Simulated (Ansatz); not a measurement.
Ansatz (a program for electronic structure) input:

Ansatz 0.2 input:
```yaml
crystal:
  periodic: [false, false, false]
  atoms:
    - {symbol: C, position_ang: [-3.30949997, -0.61996611, -0.09568252]}
    - {symbol: C, position_ang: [-1.96820462, -0.98462743, 0.53392609]}
    - {symbol: C, position_ang: [-0.77968900, -0.39839265, -0.22270060]}
    - {symbol: C, position_ang: [0.57309986, -0.76601871, 0.41796011]}
    - {symbol: C, position_ang: [1.75032770, -0.20393273, -0.28294051]}
    - {symbol: Cl, position_ang: [2.07899497, 1.47966671, -0.16100393]}
    - {symbol: H, position_ang: [-3.37410820, -0.98655032, -1.12290174]}
    - {symbol: H, position_ang: [-3.44851066, 0.46329708, -0.12268129]}
    - {symbol: H, position_ang: [-4.14261336, -1.04901015, 0.46392960]}
    - {symbol: H, position_ang: [-1.86746573, -2.07404980, 0.57819640]}
    - {symbol: H, position_ang: [-1.94169726, -0.63400999, 1.57069154]}
    - {symbol: H, position_ang: [-0.86666203, 0.69090843, -0.26097502]}
    - {symbol: H, position_ang: [-0.79238774, -0.74802533, -1.25968833]}
    - {symbol: H, position_ang: [0.67737045, -1.85552386, 0.43403932]}
    - {symbol: H, position_ang: [0.57031869, -0.42964677, 1.46015058]}
    - {symbol: H, position_ang: [2.24663767, -0.69409759, -1.10706952]}
basis:
  gaussian:
    orbitals: 6-31G
magnetization: {spin_polarized: true, initial_magnetization: 1}
correlation: {method: ccsd_t, electrons: outside_noble_gas}
```

Problem. Predict the final energy.

Solution. -655.05962 Eh (CCSD(T)/6-31G). The basis has 78 functions.

It need not be the lowest isomer of its formula.
